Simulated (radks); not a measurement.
The bromine anion Br-, [Kr], held by a Watson sphere: a shell of charge +1 at radius R that stands for the Madelung well of a crystal (potential energy -1/R inside, -1/r outside, in hartree with lengths in bohr). All-electron calculation, scalar-relativistic Kohn-Sham, PBE, spin-polarised, spherical densities, finite nucleus; Fermi nuclear charge, rms radius of each element as measured or else 0.836 A^(1/3) + 0.57 fm. Program: a radial shooting solver on a logarithmic mesh with Libxc functionals. Response by self-consistent Sternheimer equations with the Hartree and adiabatic LDA kernel, the relativistic mass of each level held fixed and spin-orbit coupling left out. The sphere does not respond.

R (bohr)  e(3d) (eV)  e(4s) (eV)  e(4p) (eV)  <r> 4p (bohr)  sum of <r^2> (bohr^2)  X-ray form factor at sin(theta)/lambda = 0.3 1/angstrom  alpha (bohr^3)
3.05         -64.763     -18.995      -7.264          2.213                  49.22                                                   23.792           31.44
3.37         -64.441     -18.552      -6.843          2.237                  50.17                                                   23.798           34.31
3.92         -63.886     -17.870      -6.171          2.269                  51.48                                                   23.805           39.13
4.51         -63.325     -17.242      -5.538          2.291                  52.50                                                   23.809           43.90
